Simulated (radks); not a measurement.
Results of a calculation; reference values are marked as such.
Yb3+, 67 electrons, occupied as [Xe] 4f13. Level of theory: Dirac Kohn-Sham, PBEsol, spin-unpolarised, spherical densities, finite nucleus; open shells are shared between the two j in proportion to 2j + 1; Fermi nuclear charge, rms radius 5.3108 fm (a radial shooting solver on a logarithmic mesh with Libxc functionals).

Normalised radial functions P(r) = r R(r) (large component), r in bohr:

```
   r/bohr * 5s1/2 (the largest magnitude, 1.07, reaches the edge; | marks zero)
0.0009452                             |*
 0.001083                             |*
 0.001251                             | *
 0.001433                             | *
 0.001641                             | *
 0.001896                             | *
 0.002172                             | *
 0.002508                             |  *
 0.002874                             |  *
 0.003292                             |  *
 0.003802                             |  *
 0.004356                             |   *
 0.005031                             |   *
 0.005764                             |   *
 0.006604                             |   *
 0.007626                             |   *
 0.008737                             |   *
  0.01009                             |   *
  0.01156                             |   *
  0.01324                             |   *
   0.0153                             |  *
  0.01752                             | *
  0.02024                             |*
  0.02319                             *
  0.02657                            *|
  0.03068                          *  |
  0.03515                         *   |
  0.04059                        *    |
  0.04651                       *     |
  0.05328                      *      |
  0.06154                      *      |
   0.0705                        *    |
  0.08077                          *  |
  0.09328                             *
   0.1069                             |  *
   0.1234                             |      *
   0.1414                             |        *
    0.162                             |         *
   0.1871                             |        *
   0.2143                             |    *
   0.2475                             *
   0.2836                       *     |
   0.3249                 *           |
   0.3753               *             |
   0.4299               *             |
   0.4965                    *        |
   0.5688                            *|
   0.6517                             |       *
   0.7527                             |                *
   0.8623                             |                       *
   0.9959                             |                          *
    1.141                             |                          *
    1.307                             |                       *
     1.51                             |                  *
     1.73                             |             *
    1.997                             |        *
    2.288                             |    *
    2.622                             |  *
    3.028                             |*
    3.469                             |*
    4.006                             *
     4.59                             *
```

5s1/2: eigenvalue -85.658 eV, 4 radial nodes at r = 0.0236, 0.0940, 0.245, 0.578 bohr, <r> = 1.19 bohr, 90 % of the charge inside 1.71 bohr.
